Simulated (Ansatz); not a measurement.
HBiF₂O (SMILES [OH][Bi]([F])[F]), singlet, geometry from GFN2-xTB (such geometries of metal compounds can be far from the true shape) (core potentials on Bi); R2SCAN/def2-QZVPPD (Ansatz, an electronic-structure program).

Input for Ansatz:
Ansatz 0.2 input:
```yaml
crystal:
  periodic: [false, false, false]
  atoms:
    - {symbol: Bi, position_ang: [0.00606319, 0.00644092, 0.29059667]}
    - {symbol: F, position_ang: [1.34554519, -0.96575151, -0.90070807]}
    - {symbol: F, position_ang: [0.11560816, 1.63437827, -0.93267640]}
    - {symbol: O, position_ang: [-1.53369118, -0.73460025, -0.74174735]}
    - {symbol: H, position_ang: [-1.38409530, -0.67543528, -1.68508441]}
basis:
  gaussian:
    orbitals: def2-QZVPPD.json
hamiltonian:
  xc: r2scan
```
The basis file holds def2-QZVPPD in the JSON format of the Basis Set Exchange.

Task: What does Ansatz print? Leave out banner, timings and long lists.

Result: 
```
Functional definition: r2SCAN
1098 factors; their error is unknown
mean field evaluation 1: about -13331.2990 eV, gradient 8.7e1 eV
mean field evaluation 2: about -13224.9100 eV, gradient 2.3e2 eV
mean field evaluation 4: about -13342.0442 eV, gradient 3.1e1 eV
mean field evaluation 8: about -13343.4850 eV, gradient 1.2e-1 eV
mean field evaluation 16: about -13343.4763 eV, gradient 4.4e-4 eV
mean field -13343.47626252 eV, -490.3637081146 hartree, gradient 5.5e-5 eV, S^2 0.000000; 0 other end points of the search recorded, 0 dependent functions left out
reference -13343.47628229 eV, -490.3637088412 hartree; 25, 25 occupied and 294, 294 virtual orbitals, 1098 factors
Total energy: -13343.47628229 eV, -490.3637088412 hartree
```
